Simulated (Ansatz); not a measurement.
Geometry optimisation, Ansatz, DFT LDA, scalar-relativistic, plane waves, PAW.

The input (input.yaml):

```yaml
accuracy: low
crystal:
  lattice:
    - [5.048742, 0.0, 0.0]
    - [0.0, 5.048742, 0.0]
    - [0.0, 0.0, 17.1647]
  atoms:
    - { symbol: H, position: [0.4277868, 0.0, 0.0582591] }
    - { symbol: H, position: [0.0722132, 0.0, 0.0582591] }
    - { symbol: H, position: [0.9277868, 0.0, 0.0582591] }
    - { symbol: H, position: [0.5722132, 0.0, 0.0582591] }
    - { symbol: H, position: [0.4277868, 0.5, 0.0582591] }
    - { symbol: H, position: [0.0722132, 0.5, 0.0582591] }
    - { symbol: H, position: [0.9277868, 0.5, 0.0582591] }
    - { symbol: H, position: [0.5722132, 0.5, 0.0582591] }
    - { symbol: C, position: [0.25, 0.0, 0.0952362] }
    - { symbol: C, position: [0.75, 0.0, 0.0952362] }
    - { symbol: C, position: [0.25, 0.5, 0.0952362] }
    - { symbol: C, position: [0.75, 0.5, 0.0952362] }
    - { symbol: C, position: [0.25, 0.25, 0.1472324] }
    - { symbol: C, position: [0.75, 0.25, 0.1472324] }
    - { symbol: C, position: [0.25, 0.75, 0.1472324] }
    - { symbol: C, position: [0.75, 0.75, 0.1472324] }
    - { symbol: C, position: [0.0, 0.25, 0.1992286] }
    - { symbol: C, position: [0.5, 0.25, 0.1992286] }
    - { symbol: C, position: [0.0, 0.75, 0.1992286] }
    - { symbol: C, position: [0.5, 0.75, 0.1992286] }
    - { symbol: C, position: [0.0, 0.0, 0.2512249] }
    - { symbol: C, position: [0.5, 0.0, 0.2512249] }
    - { symbol: C, position: [0.0, 0.5, 0.2512249] }
    - { symbol: C, position: [0.5, 0.5, 0.2512249] }
    - { symbol: C, position: [0.25, 0.0969069, 0.3008908] }
    - { symbol: C, position: [0.75, 0.0969069, 0.3008908] }
    - { symbol: C, position: [0.25, 0.4030931, 0.2799175] }
    - { symbol: C, position: [0.75, 0.4030931, 0.2799175] }
    - { symbol: F, position: [0.400903, 0.0671291, 0.4034268] }
    - { symbol: F, position: [0.6735627, -0.0018844, 0.4063398] }
basis:
  ecutwfc: 420.0
kpoints:
  mp_grid: { grid: [2, 2, 1] }
hamiltonian:
  xc: lda
  pseudopotentials: { kind: paw, azcp: { folder: soft_1 } }
scf:
  occupations: { method: fermi_dirac, width: 0.05 }
  lower_state_search: "off"
relax:
  f_tol: 0.08
  max_steps: 25
  adjacent_minimum: "off"
  constraints: [{ sites: [0, 1, 2, 3, 4, 5, 6, 7, 8, 9, 10, 11, 12, 13, 14, 15] }]
```

Launched with:

```bash
$ ansatz run input.yaml --threads 1 --pin off --max-ram 3072MiB --backend cpu --events-out ev --progress --plain --runs-dir out
```

Where does it end, and by what steps?

It converged. The threshold is loose, so the end isn't yet a minimum. Limits of this set-up: coarse k mesh, thin slab, slab without dipole correction, no dispersion correction for a molecule that may bind weakly, PAW files made for another functional, low accuracy level. After 9 steps the energy has fallen by 10.224 eV; F29 moved furthest, 1.01 Å. The start is strongly strained (largest force component 9 eV/Å). Joined: C25–F29, C26–F30.

| step | energy less start (eV) | largest force component (eV/Å) | accepted |
| --- | --- | --- | --- |
| 0 | 0.0000 | 8.950 | yes |
| 1 | -3.6650 | 5.963 | yes |
| 2 | -5.6418 | 4.634 | yes |
| 3 | -7.3581 | 3.954 | yes |
| 4 | -9.0004 | 3.167 | yes |
| 5 | -9.8844 | 1.633 | yes |
| 6 | -10.1617 | 0.451 | yes |
| 7 | -10.2137 | 0.450 | yes |
| 8 | -10.2231 | 0.166 | yes |
| 9 | -10.2245 | 0.063 | yes |

```xyz
30
Lattice="5.0487 0.0000 0.0000 0.0000 5.0487 0.0000 0.0000 0.0000 17.1647" Properties=species:S:1:pos:R:3
H 2.160 0.000 1.000
H 0.365 0.000 1.000
H 4.684 0.000 1.000
H 2.889 0.000 1.000
H 2.160 2.524 1.000
H 0.365 2.524 1.000
H 4.684 2.524 1.000
H 2.889 2.524 1.000
C 1.262 0.000 1.635
C 3.787 0.000 1.635
C 1.262 2.524 1.635
C 3.787 2.524 1.635
C 1.262 1.262 2.527
C 3.787 1.262 2.527
C 1.262 3.787 2.527
C 3.787 3.787 2.527
C 0.000 1.250 3.336
C 2.525 1.250 3.334
C 0.000 3.795 3.479
C 2.524 3.794 3.478
C 0.000 0.081 4.303
C 2.524 0.081 4.302
C 0.000 2.485 4.336
C 2.524 2.480 4.329
C 1.262 0.482 5.100
C 3.786 0.482 5.099
C 1.262 2.054 4.993
C 3.786 2.055 4.994
F 1.263 -0.017 6.359
F 3.786 -0.016 6.359
```

The run took 45 s on 1 thread of Intel(R) Xeon(R) 6975P-C (Granite Rapids), on a shared host, peak memory 0.64 GiB.
